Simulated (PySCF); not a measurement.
# As (arsenic, neutral): PBE calculation

Configuration: [Ar] 3d10 4s1 4p3 5s1, high-spin 6S determinant (an excited configuration). All numbers are calculated (PySCF 2.14, a scalar-relativistic core potential, in aug-cc-pwCVTZ-PP with ECP10MDF (8s7p6d4f1g, 96 functions)).

```json
{
 "Total energy": "-331.9362 hartree",
 "One-electron energy": "-581.7445 hartree",
 "Hartree (Coulomb) energy": "276.5516 hartree",
 "Exchange-correlation energy": "-26.7434 hartree",
 "⟨S²⟩": "8.7510",
 "⟨L²⟩": "0.000",
 "Sum of ⟨r⟩": "25.83 bohr",
 "Sum of ⟨r²⟩": "64.41 bohr²"
}
```

```csv
shell,electrons,mean orbital energy (hartree),"rms radius, mean of both spins (bohr)"
3s α,1,-6.94558,0.646
3s β,1,-6.93289,0.646
3p α,3,-5.10904,0.673
3p β,3,-5.09477,0.673
3d α,5,-1.72727,0.749
3d β,5,-1.70481,0.749
4s α,1,-0.74436,1.99
4p α,3,-0.36994,2.46
5s α,1,-0.07245,5.76
```

Energies and moments cover only the electrons outside the core potential. The outer electron is Rydberg-like, and this basis confines it to a smaller radius and binds it less than a complete one would.
